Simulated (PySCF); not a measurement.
PySCF 2.14 output of an unrestricted LC-wPBE calculation on a single atom or ion in x2c-TZVPPall (11s7p7d3f1g, 97 functions), with scalar relativity by spin-free X2C-1e:

```
SCF conv_tol = 1e-09
number electrons alpha = 39  beta = 35
    O. A. Vydrov and G. E. Scuseria.,  J. Chem. Phys. 125, 234109 (2006)
cycle= 1 E= -17254.2527485258  delta_E= -0.0285  |g|= 0.253  |ddm|= 0.275
cycle= 2 E= -17254.2535772129  delta_E= -0.000829  |g|= 0.218  |ddm|= 0.178
cycle= 3 E= -17254.2571391542  delta_E= -0.00356  |g|= 0.0108  |ddm|= 0.081
cycle= 4 E= -17254.2572416089  delta_E= -0.000102  |g|= 0.00386  |ddm|= 0.0215
cycle= 5 E= -17254.2573104207  delta_E= -6.88e-05  |g|= 0.00186  |ddm|= 0.0239
cycle= 6 E= -17254.2573340366  delta_E= -2.36e-05  |g|= 0.000166  |ddm|= 0.0233
cycle= 7 E= -17254.2573341184  delta_E= -8.18e-08  |g|= 2.88e-05  |ddm|= 0.00112
cycle= 8 E= -17254.2573341198  delta_E= -1.31e-09  |g|= 3.62e-06  |ddm|= 0.000134
cycle= 9 E= -17254.2573341198  delta_E= -1.82e-11  |g|= 4.51e-07  |ddm|= 1.33e-05
converged SCF energy = -17254.2573341198  <S^2> = 6.0023324  2S+1 = 5.0009329
```

The run itself started from symmetry-adapted Hartree-Fock orbitals and held the occupation by maximum overlap, on a logarithmic radial grid, so the iterations belong to that start.

Problem. Which element, charge and spin multiplicity is this?

Solution. Os(2+) (osmium, charge +2), multiplicity 5; the state was [Xe] 4f14 5d6, high-spin 5D determinant.

Spin-orbit coupling, absent here, splits the open shell strongly.
